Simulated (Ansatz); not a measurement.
ClFH₄OSi₂, SMILES `O[SiH](Cl)[SiH2]F`. Charge 0, multiplicity 1.

| atom | x (Å) | y (Å) | z (Å) |
| --- | --- | --- | --- |
| O1 | -0.980 | 1.624 | 0.777 |
| Si2 | 0.249 | 0.993 | -0.103 |
| Cl3 | 0.022 | 1.421 | -2.109 |
| Si4 | 0.323 | -1.351 | 0.082 |
| F5 | -1.183 | -1.879 | -0.122 |
| H6 | -1.863 | 1.277 | 0.634 |
| H7 | 1.474 | 1.678 | 0.366 |
| H8 | 1.184 | -1.975 | -0.954 |
| H9 | 0.774 | -1.787 | 1.430 |

List the harmonic frequencies (cm⁻¹, unscaled) at PBE0-D4/def2-TZVP in Ansatz. (Best estimate.)

The calculation gave: 30, 92, 120, 218, 303, 309, 404, 497, 549, 722, 762, 787, 844, 857, 894, 931, 947, 2222, 2238, 2256, 3908.

Is this a minimum?

Yes, all 21 modes are real.

Give the ideal-gas thermochemistry at 298.15 K and 1 bar (rigid rotor, harmonic oscillator; point group C1, symmetry number 1).

Zero-point energy 119.0 kJ/mol; H(298) − E = 141.9 kJ/mol; entropy 376.1 J/(mol·K), of which translation 169.6, rotation 118.9, vibration 87.6; G(298) − E = 29.8 kJ/mol. Modes under 100 cm⁻¹ are hindered rotations or soft bends, so the harmonic entropy is rough.

And at 400, 500, 600, 800 and 1000 K?


```
T (K)  H − E (kJ/mol)  S (J/mol/K)  G − E (kJ/mol)
  400           154.6        412.7           -10.4
  500           168.7        443.9           -53.3
  600           183.8        471.5           -99.1
  800           216.3        518.2          -198.2
 1000           251.1        556.9          -305.9
```

Rotational constants (cm⁻¹)?

0.1075, 0.0487, 0.04112.
